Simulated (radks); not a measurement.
Q: The mean radii <r> (bohr) of the occupied orbitals of an atom or ion are listed with their occupations. Calculated with a radial shooting solver on a logarithmic mesh with Libxc functionals: scalar-relativistic Kohn-Sham, SCAN, spin-polarised, spherical densities, finite nucleus; meta-GGA in the generalised Kohn-Sham scheme; Fermi nuclear charge, rms radius of each element as measured or else 0.836 A^(1/3) + 0.57 fm.

| orbital | occ. | <r> |
|---|---|---|
| 1s up | 1 | 0.02037 |
| 1s down | 1 | 0.02037 |
| 2s up | 1 | 0.08587 |
| 2s down | 1 | 0.08577 |
| 2p up | 3 | 0.07615 |
| 2p down | 3 | 0.07603 |
| 3s up | 1 | 0.2126 |
| 3s down | 1 | 0.2131 |
| 3p up | 3 | 0.2090 |
| 3p down | 3 | 0.2096 |
| 3d up | 3 | 0.1857 |

Name the element and its charge. Open shells, if any, are filled with parallel spins first.

A: Z = 68, erbium, charge +47: Er47+ in [Ar] 3d3. The 1s radius gives Z: for a bare nucleus <r> = (2 gamma + 1)/(2Z) with gamma = sqrt(1 - (Z/c)^2), 0.02012 bohr for Z = 68, and screening makes it slightly larger (0.02037 here). The occupations add up to 21, and the charge is Z minus that.
